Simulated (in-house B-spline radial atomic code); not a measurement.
Configurations of Er VI (Er5+), with energies counted from [Kr] 4d10 4f10 5s2 5p5. All numbers are computed (scalar-relativistic (X2C) TPSSh, spin-polarised, spherical fractional occupations; Fermi nucleus of rms radius 5.2516 fm) with an all-electron radial atomic-structure program (B-spline basis), not measured. Shells without spins written out take the highest spin.

Caution: exact exchange at fractional occupations of open shells leaves self-interaction of up to several eV.

Occupations are held fixed; configurations that lie above the ionisation limit could autoionise.

```tsv
configuration	E - E(ref) (eV)	highest orbital	its <r> (bohr)
[Kr] 4d10 4f(5 up, 5 down) 5s2 5p(3 up, 2 down)	6.5226	4f down	0.7159
[Kr] 4d10 4f9 5s2 5p5 5d1	20.822	5d up	1.691
[Kr] 4d10 4f9 5s2 5p5 6s1	30.503	6s up	2.48
[Kr] 4d10 4f10 5s2 5p4 6s1	42.464	6s up	2.497
[Kr] 4d10 4f9 5s2 5p5 5f1	50.115	5f up	2.809
[Kr] 4d10 4f(6 up, 3 down) 5s2 5p(2 up, 3 down) 6d(1 up, 0 down)	58.002	6d up	3.57
[Kr] 4d9 4f10 5s2 5p5 6p1	208.06	6p up	2.835
```

Order these further configurations by energy, lowest first.
A. [Kr] 4d(4 up, 5 down) 4f(4 up, 6 down) 5s2 5p(3 up, 2 down) 6p(1 up, 0 down)
B. [Kr] 4d10 4f(6 up, 4 down) 5s2 5p(3 up, 1 down) 6s(0 up, 1 down)
C. [Xe] 4f(3 up, 6 down)
D. [Kr] 4d9 4f10 5s2 5p6
E. [Kr] 4d10 4f9 5s2 5p5 6d1

C (-8.7014 eV), B (48.454 eV), E (50.315 eV), D (153.65 eV), A (215.32 eV).

How far above the reference does [Xe] 4f9 lie?

-14.753 eV; its least bound orbital is 4f down with <r> = 0.7084 bohr.

How far above the reference does [Kr] 4d10 4f10 5s2 5p4 5f1 lie?

61.953 eV; its least bound orbital is 5f up with <r> = 2.848 bohr.

How far above the reference does [Kr] 4d10 4f10 5s2 5p4 6p1 lie?

51.183 eV; its least bound orbital is 6p up with <r> = 2.859 bohr.

Is the reference the lowest configuration at this level of theory?

No: [Xe] 4f9 lies 14.75 eV lower with this functional.
